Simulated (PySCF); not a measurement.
**[Ta(=O)(OH)3] (charge 0, multiplicity 1)**

Level of theory: TPSSh-D3(BJ)/def2-TZVP // PBE-D3(BJ)/def2-SVP in PySCF.

The HOMO is -8.35 eV, the dipole moment comes out as 0.004 e·Å and the LUMO is -0.68 eV. The HOMO–LUMO gap comes out as 7.67 eV and the charge on the central atom (Mulliken) comes out as 1.54 e. The total energy is -360.1058 Ha. The cost is roughly 6 core-minutes.

```xyz
8

Ta     0.5040     0.0955    -0.0648
O     -1.0982    -0.2388     0.5349
O      0.3468     0.8221    -1.8417
H     -0.4476     0.9991    -2.3727
O      1.3398     1.3679     1.1150
H      0.9935     1.7914     1.9183
O      1.4976    -1.5541    -0.0938
H      1.2237    -2.4504     0.1636
```
Charge 0, spin multiplicity 1.
